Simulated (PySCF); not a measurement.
# HgF2, singlet: computed properties

All numbers come from B3LYP/[Hg def2-TZVP with ECP60, F def2-TZVP], scalar-relativistic core potentials, density fitting, no spin–orbit coupling, PySCF.

The structure is a minimum.

```xyz
3
charge 0 multiplicity 1, angstrom
Hg    0.0000    0.0000    0.0000
F     0.0000    0.0000    1.9354
F     0.0000    0.0000   -1.9354
```

| Property | Result |
| --- | --- |
| Point group | D∞h |
| Bond lengths | Hg–F 1.935 Å (×2) |
| Bond angles | F–Hg–F 180.0° |
| Rotational symmetry number | 2 |
| Dipole moment | 0.00 D |
| Principal quadrupole moments (Buckingham, traceless) about the centre of mass | -14.34, 7.17, 7.17 D Å |
| Atomisation energy without zero-point energy | 500 kJ/mol |
| Heat capacity Cp at 298.15 K | 53.4 J/(mol K) |
| Enthalpy at 298.15 K above 0 K | 12.69 kJ/mol |
| Rotational constants | 0.1184 cm⁻¹ |
| Principal polarisabilities | 20.7, 20.7, 38.7 bohr³ |
| Lowest empty level | -2.93 eV |
| Zero-point energy | 9.2 kJ/mol |
| Highest occupied level | -9.99 eV |
| Entropy at 298.15 K and 1 bar | 265.7 J/(mol K) |

Harmonic modes (masses in u: Hg 201.971, F 18.998):
| symmetry | ω (cm⁻¹) | IR (km/mol, summed over degenerate members) |
| --- | --- | --- |
| πu | 173 | 30.2 |
| σg+ | 562 | 0.0 |
| σu+ | 637 | 108 |

In D∞h the vibrations span πu + σg+ + σu+. The σg+ mode carries no infrared intensity, as symmetry demands. With a centre of inversion only u modes can be infrared active and only g modes Raman active.

Charges (e):
```
atom  Mulliken  Löwdin  polar tensor  Mayer order to Hg1
 Hg1      0.98    0.75          1.10                   –
F2,3     -0.49   -0.38         -0.55                0.75
```

Mulliken populations on Hg1 (electrons outside its core potential): s 2.92, p 6.25, d 9.83, f 0.02.

Outer orbital energies (eV). occupied: -13.92, -13.92, -11.48, -11.07, -10.95, -10.95, -9.99, -9.99; empty: -2.93, -0.92, -0.92, 0.96.

Counting electrons, mercury keeps none of its valence electrons outside its bonds, so the VSEPR class is AX2 and the expected shape is linear (D∞h), as computed.

Spin–orbit coupling, left out here, can matter for elements this heavy.

The final relaxation and frequency run took 15 s on 2 threads of a shared Arm Neoverse V2 host, with 105 basis functions and 6 gradients; the process peaked at 0.97 GiB.
